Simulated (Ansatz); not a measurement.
A run on F2S2W, SMILES `[F][W]([F])(=[S])=[S]` with other settings.

```yaml
crystal:
  periodic: [false, false, false]
  atoms:
    - {symbol: F, position_ang: [-0.573774, -0.380919, 1.755249]}
    - {symbol: W, position_ang: [0.053658, -0.066770, 0.052383]}
    - {symbol: F, position_ang: [1.651575, -0.911510, -0.301441]}
    - {symbol: S, position_ang: [-1.390116, -0.727415, -1.339409]}
    - {symbol: S, position_ang: [0.308657, 2.012915, -0.208181]}
basis:
  gaussian: {orbitals: ANO-RCC-VTZP, nuclear_model: gaussian}
hamiltonian: {xc: {name: wB97}}
output: {forces: true}
```

```sh
$ ansatz run in.yaml --threads 4 --pin off --events-out ev --progress --plain --max-ram 10444MiB
```

It prints (some lines left out):

```
Functional definition: wB97
2080 factors; their error is unknown
409 factors; integrals over basis functions are off by at most 3.3e-5 eV
mean field evaluation 1: about -466499.5027 eV, gradient 8.0e1 eV
mean field evaluation 2: about -466455.1170 eV, gradient 2.2e2 eV
mean field evaluation 4: about -466509.0720 eV, gradient 8.1e0 eV
mean field evaluation 8: about -466509.1454 eV, gradient 2.2e-1 eV
mean field evaluation 16: about -466509.0739 eV, gradient 4.0e-4 eV
mean field -466509.07394789 eV, -17143.8922563775 hartree, gradient 7.5e-5 eV, S^2 0.000000; 0 other end points of the search recorded, 0 dependent functions left out
reference -466509.07393095 eV, -17143.8922557550 hartree; 62, 62 occupied and 170, 170 virtual orbitals, 2080 factors
Total energy: -466509.07393095 eV, -17143.8922557550 hartree
Relativity: scalar
Atom 0 at    -0.573774    -0.380919     1.755249 Å, force     0.159103    -0.040947    -0.138769 eV/Å
Atom 1 at     0.053658    -0.066770     0.052383 Å, force    -0.569861     0.678569    -0.791709 eV/Å
Atom 2 at     1.651575    -0.911510    -0.301441 Å, force    -0.151804     0.033315     0.148674 eV/Å
Atom 3 at    -1.390116    -0.727415    -1.339409 Å, force     0.610516     0.195816     0.610188 eV/Å
Atom 4 at     0.308657     2.012915    -0.208181 Å, force    -0.047954    -0.866753     0.171617 eV/Å
Dipole moment:     0.053535    -0.063859     0.074402 e Å
```

It took 26 s on 4 threads of an Arm Neoverse V1 on a shared host, with 1.1 GiB of host memory at the peak.
